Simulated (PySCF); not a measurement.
**Worked example: oscillator strength and radiative lifetime**

C2H7InO2, SMILES C([O][InH][OH])C.

Coordinates come from a r2SCAN-D4/def2-SVP optimisation. The structure was generated by enumeration; whether it is a known compound was not checked. The def2 effective core potentials stand for the cores of In; spin–orbit coupling is left out. One conformer was computed; it need not be the lowest.

TDDFT-M06-2X/def2-SVPD in PySCF puts the first singlet state with f over 0.02 at 6.15 eV (vertical), with the transition dipole (0.321, 0.168, 0.782) in atomic units.

Task: Find the oscillator strength, the wavelength and the radiative lifetime that this transition would have in vacuum if emission retraced absorption.

Result: 
|μ|² = 0.7428 au, so |μ| = 2.19 D. ΔE = 6.15/27.211 = 0.2260 hartree. f = (2/3) ΔE |μ|² = 0.112 (the program prints 0.112).
λ = 1239.84/6.15 = 202 nm; ν = 49603 cm⁻¹.
Einstein's coefficient A = 0.6670 ν² f s⁻¹ (ν in cm⁻¹) = 1.8e8 s⁻¹, so τ = 1/A = 5.4 ns. This state is S4; the lower singlets have f = 0.004, 0.009, 0.001. The figure is the radiative limit of this one transition; relaxation, internal conversion, crossing to triplets and a medium change what is measured.
